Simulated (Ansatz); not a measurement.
Ansatz results at the PBE0-D4/def2-TZVP geometry: LUMO energy (B3LYP/def2-TZVPP) 0.53 eV; HOMO energy (B3LYP/def2-TZVPP) -7.61 eV; HOMO–LUMO gap (PBE0/def2-TZVPP) 8.75 eV.

Each molecule was computed in one conformer, which needn't be the lowest.

(1) Which molecule gave them?
A. `O=CNC(F)[SiH3]`
B. `[SeH][SiH]1[CH2][AlH]1`
C. `[CH3][GeH]([OH])[BH]O`
D. `N[Si]1(F)CCO1`

## Answers

(1) D. The others give `[CH3][GeH]([OH])[BH]O`: -1.38, -7.09, 6.12; `[SeH][SiH]1[CH2][AlH]1`: -2.19, -5.90, 4.05; `O=CNC(F)[SiH3]`: -0.47, -7.74, 7.78.

B3LYP here is the variant with VWN-RPA as its local correlation; programs differ in this.
